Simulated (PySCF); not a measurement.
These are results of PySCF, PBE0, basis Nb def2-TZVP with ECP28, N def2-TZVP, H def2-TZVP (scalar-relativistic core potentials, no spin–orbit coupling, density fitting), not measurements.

```xyz
4
charge 0 multiplicity 1, angstrom
Nb    0.0881    0.1527   -0.1077
N    -0.6478   -1.1221    0.6280
H     1.7147    0.0209    0.5999
H    -0.8393    1.4954    0.5999
```

H2NbN (singlet), along the line from Nb1 (at 0) through N2 (at 1.646 Å). Core electrons replaced by a potential are absent, the electrostatic potential uses the reduced nuclear charge, and values within about 0.7 Å of such atoms have no physical meaning.

Question: Tabulate the fields along this line at 0.82, 0.91, 0.99, 1.07, 1.15, 1.23, 1.32, 1.40, 1.48, 1.56, 1.73, 1.81, 1.89, 1.97, 2.06, 2.14, 2.22, 2.30, 2.39, 2.47, 2.55, 2.63 Å.

Answer: 
```json
{"distance (Å)": "0.82", "electron density (e/Å³)": "2.29", "electron localisation function": "0.506", "electrostatic potential (V)": "33.7"}
{"distance (Å)": "0.91", "electron density (e/Å³)": "2.17", "electron localisation function": "0.544", "electrostatic potential (V)": "27.8"}
{"distance (Å)": "0.99", "electron density (e/Å³)": "2.29", "electron localisation function": "0.649", "electrostatic potential (V)": "26.5"}
{"distance (Å)": "1.07", "electron density (e/Å³)": "2.59", "electron localisation function": "0.739", "electrostatic potential (V)": "30.4"}
{"distance (Å)": "1.15", "electron density (e/Å³)": "3.05", "electron localisation function": "0.759", "electrostatic potential (V)": "40.8"}
{"distance (Å)": "1.23", "electron density (e/Å³)": "3.61", "electron localisation function": "0.657", "electrostatic potential (V)": "61"}
{"distance (Å)": "1.32", "electron density (e/Å³)": "4.27", "electron localisation function": "0.303", "electrostatic potential (V)": "97.7"}
{"distance (Å)": "1.40", "electron density (e/Å³)": "6.38", "electron localisation function": "0.0974", "electrostatic potential (V)": "166"}
{"distance (Å)": "1.48", "electron density (e/Å³)": "23.1", "electron localisation function": "0.597", "electrostatic potential (V)": "316"}
{"distance (Å)": "1.56", "electron density (e/Å³)": "164", "electron localisation function": "0.998", "electrostatic potential (V)": "832"}
{"distance (Å)": "1.73", "electron density (e/Å³)": "164", "electron localisation function": "0.998", "electrostatic potential (V)": "831"}
{"distance (Å)": "1.81", "electron density (e/Å³)": "22.8", "electron localisation function": "0.584", "electrostatic potential (V)": "315"}
{"distance (Å)": "1.89", "electron density (e/Å³)": "6.31", "electron localisation function": "0.106", "electrostatic potential (V)": "164"}
{"distance (Å)": "1.97", "electron density (e/Å³)": "4.05", "electron localisation function": "0.349", "electrostatic potential (V)": "94.7"}
{"distance (Å)": "2.06", "electron density (e/Å³)": "3.16", "electron localisation function": "0.751", "electrostatic potential (V)": "56.6"}
{"distance (Å)": "2.14", "electron density (e/Å³)": "2.39", "electron localisation function": "0.878", "electrostatic potential (V)": "34.1"}
{"distance (Å)": "2.22", "electron density (e/Å³)": "1.75", "electron localisation function": "0.913", "electrostatic potential (V)": "20.5"}
{"distance (Å)": "2.30", "electron density (e/Å³)": "1.25", "electron localisation function": "0.923", "electrostatic potential (V)": "11.9"}
{"distance (Å)": "2.39", "electron density (e/Å³)": "0.878", "electron localisation function": "0.923", "electrostatic potential (V)": "6.6"}
{"distance (Å)": "2.47", "electron density (e/Å³)": "0.609", "electron localisation function": "0.919", "electrostatic potential (V)": "3.23"}
{"distance (Å)": "2.55", "electron density (e/Å³)": "0.421", "electron localisation function": "0.91", "electrostatic potential (V)": "1.11"}
{"distance (Å)": "2.63", "electron density (e/Å³)": "0.291", "electron localisation function": "0.896", "electrostatic potential (V)": "-0.217"}
```
